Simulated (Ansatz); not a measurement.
B(Br)(vinyl)(OH) (C2H4BBrO), SMILES C(=C)B(Br)O.

Geometry optimised at B3LYP-D3(BJ)/def2-SVP. The structure was generated by enumeration, and PubChem lists no compound with its InChIKey, so it may never have been made. One conformer was computed; it need not be the lowest.

Two levels are set side by side: PBE/def2-SVPD (Ansatz, a quantum-chemistry and plane-wave program) and CAM-B3LYP/def2-SVPD (Ansatz). Energy differences of separate SCF runs at the same geometry; the states with an electron removed or added have multiplicity 2 and 2. Differences are taken from unrounded values.

```tsv
quantity	CAM-B3LYP
vertical ionisation energy (eV)	10.41
vertical singlet–triplet gap (eV)	3.78
```

**Question.** What does PBE give, and how far is it from CAM-B3LYP? (The exact figures need the calculation; the answer reports its results.)

**Answer.** 
```tsv
quantity	PBE	PBE minus CAM-B3LYP
vertical ionisation energy (eV)	9.96	-0.45
vertical singlet–triplet gap (eV)	3.80	0.02
```
